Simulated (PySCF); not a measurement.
## Sound and unsound settings

Molecule: SMILES CC(C)[SiH2]C[SiH3], C₄H₁₄Si₂; geometry GFN2-xTB.

Bonds (- single, = double, # triple, : aromatic): C1-C2, C2-C3, C2-Si4, Si4-C5, C5-Si6. C1 carries H7, H8, H9; C2 carries H10; C3 carries H11, H12, H13; Si4 carries H14, H15; C5 carries H16, H17; Si6 carries H18, H19, H20.

All runs: PySCF, non-relativistic, gas phase unless a solvent (IEF-PCM) is named; grid level 2, GIAOs and SCF threshold 1e-9 unless changed. The yardstick, PBE0/pcSseg-1, gives these isotropic shieldings σ (ppm, equivalent atoms averaged): C1/C3 166.4, C5 205.2, Si6 422.9, H18/H19/H20 27.73, H7/H8/H9/H11/H12/H13 30.60, H10 30.66, H16/H17 32.01.

Q: What do these inputs give? (1) PBE0/6-311G**; grid level 4; aux def2-universal-jkfit; (2) B3LYP/cc-pVDZ; common gauge at [10, 10, 10]; max_cycle 96; charge 2; altered: charge 2

A: 
| run | outcome | functions | wall time | C1/C3 | C5 | Si6 | H18/H19/H20 | H7/H8/H9/H11/H12/H13 | H10 | H16/H17 |
| --- | --- | --- | --- | --- | --- | --- | --- | --- | --- | --- |
| 1 | converged | 208 | 28 s | 170.1 | 207.6 | 425.0 | 27.89 | 30.92 | 30.84 | 32.29 |
| 2 | converged | 162 | 12 s | 221.4 | 6771.9 | 15161.4 | 315.87 | -184.47 | -79.56 | -43.37 |

Times are on 1 thread of an AMD EPYC 9R45 96-Core, shared host.

Q: Comment on the technical settings and failures.

A: 
- Run 1: The orbital basis differs from the yardstick's, which in itself moves the values. The other auxiliary basis adds little: it changes only the density-fitting error.
- Run 2: The functional and orbital basis differ from the yardstick's, which in itself moves the values. Charge 2 and multiplicity 1 describe another species than the intended molecule, on its geometry. A common gauge origin replaces GIAOs; in a finite basis the shieldings then depend on that origin, the more so the further away the nucleus and the smaller the basis. The cycle limit changes the path of the SCF (20 cycles), not the solution, provided the same state is reached.

Run 2 was set up unsoundly or failed; its numbers aren't to be quoted as properties of the molecule.
